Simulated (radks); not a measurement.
Q: These are the eigenvalues of the occupied orbitals of an atom or ion with whole-number occupations (eV). Calculated with a radial shooting solver on a logarithmic mesh with Libxc functionals: scalar-relativistic Kohn-Sham, BP86, spin-polarised, spherical densities, point nucleus.

1s up: -5881.907
1s down: -5881.900
2s up: -666.8950
2s down: -665.3350
2p up: -560.2293
2p down: -559.0334
3s up: -74.8515
3s down: -70.6338
3p up: -46.3168
3p down: -42.1353
4s up: -4.6251
3d up: -3.8266

Which element is it, and in what charge state? The configuration may be excited. Open shells, if any, are filled with parallel spins first.

A: Z = 24, chromium, charge 0: Cr in [Ar] 3d5 4s1. The list shows which subshells hold electrons but not how many an open one holds; the 1s level, -216.16 hartree, gives Z - s = 20.8 by -(Z - s)^2/2, which with screening and relativity narrows Z to a few neighbours, and the depths of the outer levels then fix element, charge and occupations together.
